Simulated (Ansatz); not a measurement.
Ansatz (a program for electronic structure) input:

Ansatz 0.2 input:
```yaml
crystal:
  periodic: [false, false, false]
  atoms:
    - {symbol: C, position_ang: [1.45441900, -0.52153621, -0.23444647]}
    - {symbol: B, position_ang: [0.09030466, 0.12227251, 0.06142920]}
    - {symbol: O, position_ang: [-0.34848165, 1.24163145, 0.60482380]}
    - {symbol: O, position_ang: [-1.12322625, -0.66990312, -0.34597571]}
    - {symbol: H, position_ang: [1.55912882, -1.48555458, 0.27361421]}
    - {symbol: H, position_ang: [1.58279116, -0.70984853, -1.30518467]}
    - {symbol: H, position_ang: [2.27784953, 0.11396771, 0.09013478]}
    - {symbol: H, position_ang: [0.28828827, 1.88901814, 0.93244580]}
    - {symbol: H, position_ang: [-2.02062330, -0.32258505, -0.18877886]}
    - {symbol: H, position_ang: [-1.09180857, -1.54096961, -0.77348307]}
basis:
  gaussian:
    orbitals: def2-TZVPD
hamiltonian:
  xc: {name: r2SCANh}
total_charge: 1
output: {forces: true}
```

### Question
Predict the final energy.

### Answer
-216.80003 Eh (r2SCANh/def2-TZVPD). The basis has 208 functions.

It need not be the lowest isomer of its formula.
